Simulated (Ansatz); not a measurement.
Input file for Ansatz (a first-principles code): U-wB97X-V/def2-TZVPPD on HIMg (SMILES [MgH][I]), a point of a bond scan (R = 5.384 Å). Elements past Kr take the def2 small-core potentials; no spin–orbit coupling. Files ending in .json are basis or fitting sets from the Basis Set Exchange.

Ansatz 0.2 input:
```yaml
crystal:
  periodic: [false, false, false]
  atoms:
    - {symbol: Mg, position_ang: [-0.00000000, -0.00000000, -2.02827611]}
    - {symbol: H, position_ang: [0.00000000, 0.00000000, -7.41205230]}
    - {symbol: I, position_ang: [0.00000000, 0.00000000, 0.52924565]}
basis:
  gaussian:
    orbitals: def2-TZVPPD.json
hamiltonian:
  xc: {name: wB97X-V}
magnetization: {spin_polarized: true, initial_magnetization: 0}
```

Output:

```
WARN ansatz: RAYON_NUM_THREADS=1 ignored (pool sized by the plan → 1); use --threads N
Functional definition: wB97X-V
integrals: 0.05 GiB planned
810 factors; their error is unknown
integrals: 0.08 GiB planned
260 factors; integrals over basis functions are off by at most 3.5e-5 eV
mean field: 0.66 GiB planned
mean field evaluation 1: about -13552.6418 eV, gradient 1.3e1 eV
mean field evaluation 2: about -13546.9197 eV, gradient 1.7e1 eV
mean field evaluation 4: about -13556.2057 eV, gradient 2.8e0 eV
mean field evaluation 8: about -13556.3101 eV, gradient 2.9e-1 eV
mean field evaluation 16: about -13556.4916 eV, gradient 1.4e-3 eV
mean field evaluation 32: about -13558.8457 eV, gradient 4.0e-5 eV
mean field -13558.84565536 eV, -498.2783873190 hartree, gradient 4.0e-5 eV, S^2 1.001164; 1 other end points of the search recorded, 0 dependent functions left out
reference -13558.84565638 eV, -498.2783873564 hartree; 19, 19 occupied and 92, 92 virtual orbitals, 810 factors
Total energy: -13558.84565638 eV, -498.2783873564 hartree
```

The calculation finished and met its thresholds. Its determinant has ⟨S²⟩ = 1.00, a mixture of spin states.

Cost: around 40 core-seconds (rough).
